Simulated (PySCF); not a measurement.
isocyanic acid (CHNO), SMILES C(=N)=O. Geometry optimised at PBE0-D3(BJ)/def2-TZVP.

TDA-B3LYP/def2-TZVPD (PySCF 2.14.0) puts the lowest singlet excitations at 6.62, 7.13, 7.75, 7.81, 8.78, 8.82 eV.

Question: What are the lowest excitation roots from ADC(2)/aug-cc-pVDZ (PySCF)? (An estimate is asked for; the answer gives what the named calculation found.)

Answer: 6.83, 7.13, 7.78, 7.91, 8.82, 9.01 eV. S1 differs by 0.22 eV (second minus first; roots are paired by order, and the bases may differ).
